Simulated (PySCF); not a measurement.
**Vibration and rotation of PbO**

RHF-CCSD(T) constants of PbO, ¹Σ⁺ (singlet), closed shell (basis Pb def2-SVP with ECP60, O def2-SVP; scalar-relativistic core potentials; PySCF 2.14; masses 207.9766 and 15.9949 u):

```
ωe              : 680.8 cm⁻¹
ωexe            : 4.01 cm⁻¹
Be              : 0.29101 cm⁻¹
αe              : 0.00181 cm⁻¹
D (centrifugal) : 2.13e-07 cm⁻¹
De to Pb + O    : 4.22 eV
```

Task: Give the vibrational terms G(v) and spacings up to v = 3.

Result: G(v) = ωe(v+½) − ωexe(v+½)².

| v | G(v) (cm⁻¹) | G(v) − G(v−1) | Bv (cm⁻¹) |
| --- | --- | --- | --- |
| 0 | 339 |  | 0.2901 |
| 1 | 1012 | 673 | 0.2883 |
| 2 | 1677 | 665 | 0.2865 |
| 3 | 2334 | 657 | 0.2847 |

Task: How well does the Morse estimate ωe²/(4ωexe) reproduce De, and what is D0?

Result: It gives 3.58 eV, 85 % of the computed De. D0 = De − G(0) = 4.22 − 0.04 = 4.18 eV.

Measured values (Huber and Herzberg, Constants of Diatomic Molecules (1979)): ωe = 721.0 cm⁻¹, ωexe = 3.54 cm⁻¹, Be = 0.3073056 cm⁻¹, αe = 0.0019148 cm⁻¹.

Correlated steps freeze 5 core orbitals. Correlated levels converge slowly with the basis: in double zeta they bind strong bonds too weakly, by up to about 1 eV, and carry superposition errors of some tenths. These are scalar-relativistic numbers at best; spin–orbit coupling would shift them, the dissociation energy most. Where the molecule has an RHF reference, its open-shell atoms are computed with UHF. The CCSD T1 diagnostic is raised, a sign that a single reference may not be enough here.
